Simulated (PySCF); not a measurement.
Al(Me)2(H) (C2H7Al), SMILES [CH3][AlH][CH3].

Geometry: ωB97X-D3(BJ)/def2-SVP. The isomer is the one that the SMILES or the coordinates give; other isomers of the formula were not compared.

Calculation: PBE0/def2-TZVPD (PySCF).

Symmetry labels are those of the subgroup C2 that the program uses (full group C2).

**Question.** List the valence orbital energies around the gap with their symmetry. (Estimate from the structure and the level; the computed values follow.)

**Answer.** 
| orbital | symmetry | energy (eV) |
|---|---|---|
| HOMO−7 | B | -18.69 |
| HOMO−6 | A | -11.11 |
| HOMO−5 | B | -10.92 |
| HOMO−4 | A | -10.78 |
| HOMO−3 | A | -10.76 |
| HOMO−2 | B | -10.76 |
| HOMO−1 | A | -7.90 |
| HOMO | B | -7.78 |
| LUMO | B | -0.84 |
| LUMO+1 | A | -0.07 |
| LUMO+2 | B | 0.66 |
| LUMO+3 | A | 1.19 |
